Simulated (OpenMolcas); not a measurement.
# Nb4+: moving or changing the point charges

Nb4+ among 6 point charges of -1.7 e arranged as an octahedron (Oh), 1.86 Å from the ion.

```json
{
  "Program": "OpenMolcas",
  "Method": "CASSCF",
  "Basis": "ANO-RCC-VDZP [6s5p3d1f]",
  "Scalar Hamiltonian": "DKH2, point nucleus",
  "Active space": "1 electron in 5 orbitals (4d)",
  "State averaging": "2S+1 = 2 even, 5 roots",
  "Spin-orbit coupling": "state interaction with AMFI integrals over the reference wave functions"
}
```

Runs around this geometry, states (labels of O, the rotations of Oh). Energies in cm-1 above the lowest state or level, χT in cm3 K/mol; under a threefold ground state the first gap can be a small split of the lowest multiplet, not the spin-orbit step; 10Dq is the gap between the two states.

```tsv
R (Å)	q (e)	Ground state	First state of that spin	10Dq	First gap with spin-orbit (degeneracies)	χT at 300 K
1.86	-0.85	2T2	2E 8803	8803	1140 (4, 2)	0.152
1.76	-1.7	2T2	2E 23316	23316	913.4 (4, 2)	0.171
1.86	-1.7	2T2	2E 17710	17710	1010 (4, 2)	0.158
1.96	-1.7	2T2	2E 13755	13755	1070 (4, 2)	0.152
```

Taking |10Dq| as R^-n, n = -ln(13755 / 23316) / ln(1.96 / 1.76) = 4.9 between the shortest and longest distance. The point-charge formula for a cubic d site gives n = 5.

Scaling the charges by -0.85 / -1.7 = 0.50 scales |10Dq| by 8803 / 17710 = 0.50; with fixed orbitals a first-order splitting would follow the charge.

An orbital triplet at a regular site is open to Jahn-Teller coupling, which can distort the site and quench the lowest spin-orbit gaps and is left out. This field is weak: 10Dq is about 8803 cm-1, while octahedral complexes of 4d ions of charge 3 and more, computed by the same method with explicit ligands, had a median near 25000 cm-1. Ground spin and moment need not be those of a real site (figures for R = 1.86, q = -0.85; the like holds for R = 1.96, q = -1.7). This is an electrostatic model: the charges have no orbitals. No measured value stands beside these numbers.
